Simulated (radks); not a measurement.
The numbers below are computed, except where a source is named.
Species: neutral caesium. Configuration: [Xe] 6s1.

Level of theory: Dirac Kohn-Sham, BLYP, spin-unpolarised, spherical densities, point nucleus (a radial shooting solver on a logarithmic mesh with Libxc functionals).

Energy parts (eV):
| part | energy |
|---|---|
| total | -212003.29 |
| kinetic | 225790.25 |
| electron-nucleus | -515524.05 |
| Hartree | 82992.60 |
| exchange-correlation | -5262.10 |

Orbitals (lengths in bohr, moments of r in powers of bohr; r(max) is where P^2 peaks):
| orbital | occ. | eigenvalue (eV) | <r> | r(max) |
|---|---|---|---|---|
| 1s1/2 | 2 | -35776.66 | 0.02611 | 0.01678 |
| 2s1/2 | 2 | -5609.641 | 0.1117 | 0.09502 |
| 2p1/2 | 2 | -5277.600 | 0.09402 | 0.07269 |
| 2p3/2 | 4 | -4925.167 | 0.09991 | 0.07767 |
| 3s1/2 | 2 | -1165.769 | 0.2988 | 0.2727 |
| 3p1/2 | 2 | -1027.082 | 0.2887 | 0.2592 |
| 3p3/2 | 4 | -959.5615 | 0.3005 | 0.2702 |
| 3d3/2 | 4 | -715.8000 | 0.2714 | 0.2185 |
| 3d5/2 | 6 | -701.4631 | 0.2751 | 0.2216 |
| 4s1/2 | 2 | -219.6383 | 0.6947 | 0.6428 |
| 4p1/2 | 2 | -169.8853 | 0.7206 | 0.6565 |
| 4p3/2 | 4 | -156.0824 | 0.7483 | 0.6807 |
| 4d3/2 | 4 | -75.2159 | 0.8311 | 0.7161 |
| 4d5/2 | 6 | -72.9278 | 0.8415 | 0.7243 |
| 5s1/2 | 2 | -26.4680 | 1.740 | 1.541 |
| 5p1/2 | 2 | -14.3854 | 2.025 | 1.725 |
| 5p3/2 | 4 | -12.7447 | 2.126 | 1.802 |
| 6s1/2 | 1 | -2.0154 | 5.617 | 4.659 |

The highest occupied level is 6s1/2 at -2.015 eV. The density falls to 0.001 e/bohr^3 at r = 4.76 bohr. Summed over all electrons, <r^2> = 87.85 bohr^2, which gives a Langevin (diamagnetic) susceptibility term of -69.6 x 10^-6 cm^3/mol.

Run on one thread of a shared host, so times are rough (Arm Neoverse V2): 0.13 s of CPU time, 0.13 s wall, 13 iterations on 2728 mesh points.
